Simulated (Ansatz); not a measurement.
Calculated with Ansatz (gas phase, PBE0-D4/def2-TZVP geometries, no zero-point term in ΔE). CCSD(T)/CBS is the MP2 limit (def2-TZVPP, def2-QZVPP) plus CCSD(T) − MP2 in def2-TZVPP, frozen cores. Functionals use def2-TZVPP. B3LYP here is the variant with VWN-RPA as its local correlation; programs differ in this. For Zn outer-core shells are correlated without core-valence functions, which leaves a few kJ/mol of doubt a bond. Scalar relativity is left out up to krypton. Each species was taken in one conformer, which may not be the lowest.

Reaction (ligand exchange at the Si–O bond): `[SiH3]O[CH2][ZnH]` + `COB(C)O` → `COB(C)O[SiH3]` + `O[CH2][ZnH]`

```json
{"level": "PBE-D4", "ΔE (kJ/mol)": "6.8", "difference from CCSD(T)/CBS": "-1.2"}
{"level": "r2SCAN-D4", "ΔE (kJ/mol)": "7.1", "difference from CCSD(T)/CBS": "-0.9"}
{"level": "PBE0-D4", "ΔE (kJ/mol)": "7.5", "difference from CCSD(T)/CBS": "-0.5"}
{"level": "B3LYP-D4", "ΔE (kJ/mol)": "6.3", "difference from CCSD(T)/CBS": "-1.7"}
{"level": "ωB97X-V", "ΔE (kJ/mol)": "9.2", "difference from CCSD(T)/CBS": "1.2"}
{"level": "ωB97M-V", "ΔE (kJ/mol)": "9.5", "difference from CCSD(T)/CBS": "1.5"}
{"level": "B2PLYP", "ΔE (kJ/mol)": "9.1", "difference from CCSD(T)/CBS": "1.1"}
{"level": "PBE", "ΔE (kJ/mol)": "7.6", "difference from CCSD(T)/CBS": "-0.4"}
{"level": "r2SCAN", "ΔE (kJ/mol)": "7.6", "difference from CCSD(T)/CBS": "-0.4"}
{"level": "PBE0", "ΔE (kJ/mol)": "8.4", "difference from CCSD(T)/CBS": "0.4"}
{"level": "B3LYP", "ΔE (kJ/mol)": "7.5", "difference from CCSD(T)/CBS": "-0.5"}
{"level": "HF/def2-TZVPP", "ΔE (kJ/mol)": "9.1", "difference from CCSD(T)/CBS": "1.1"}
{"level": "MP2/def2-TZVPP", "ΔE (kJ/mol)": "11.4", "difference from CCSD(T)/CBS": "3.4"}
{"level": "SCS-MP2/def2-TZVPP", "ΔE (kJ/mol)": "10.6", "difference from CCSD(T)/CBS": "2.6"}
{"level": "CCSD/def2-TZVPP", "ΔE (kJ/mol)": "9.8", "difference from CCSD(T)/CBS": "1.8"}
{"level": "CCSD(T)/def2-TZVPP", "ΔE (kJ/mol)": "9.9", "difference from CCSD(T)/CBS": "1.9"}
{"level": "HF/def2-QZVPP", "ΔE (kJ/mol)": "8.7", "difference from CCSD(T)/CBS": "0.7"}
{"level": "MP2/def2-QZVPP", "ΔE (kJ/mol)": "10.2", "difference from CCSD(T)/CBS": "2.2"}
{"level": "SCS-MP2/def2-QZVPP", "ΔE (kJ/mol)": "9.4", "difference from CCSD(T)/CBS": "1.4"}
{"level": "HF/CBS(def2)", "ΔE (kJ/mol)": "8.7", "difference from CCSD(T)/CBS": "0.7"}
{"level": "MP2/CBS(def2)", "ΔE (kJ/mol)": "9.6", "difference from CCSD(T)/CBS": "1.6"}
{"level": "CCSD/CBS(def2)", "ΔE (kJ/mol)": "8.0", "difference from CCSD(T)/CBS": "0.0"}
{"level": "CCSD(T)/CBS", "ΔE (kJ/mol)": "8.0", "difference from CCSD(T)/CBS": "0"}
```

Largest T1 diagnostic among the species: 0.014.
